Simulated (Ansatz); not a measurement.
Basis-set series for F2GeI2, SMILES `[F][Ge]([F])([I])[I]`. Charge 0, multiplicity 1. I: def2 effective core potential. The geometry is a stationary point of PBE0-D4/def2-TZVP.

```csv
functional,basis,functions,energy (Eh),HOMO (eV),LUMO (eV)
PBE0-D4,def2-SVP,112,-2871.40690,-8.29,-2.77
PBE0-D4,def2-QZVPP,367,-2872.00360,-8.34,-2.80
ωB97M-V,def2-SVP,112,-2871.62785,-10.36,-0.80
ωB97M-V,def2-QZVPP,367,-2872.22712,-10.44,-0.92
```

Problem. Give the rows for def2-TZVPP. (Estimate.)

Solution. Computed: 
```json
{"functional": "PBE0-D4", "basis": "def2-TZVPP", "functions": "210", "energy (Eh)": "-2871.94462", "HOMO (eV)": "-8.32", "LUMO (eV)": "-2.77"}
{"functional": "ωB97M-V", "basis": "def2-TZVPP", "functions": "210", "energy (Eh)": "-2872.17032", "HOMO (eV)": "-10.42", "LUMO (eV)": "-0.88"}
```

Scalar relativity is left out up to krypton.
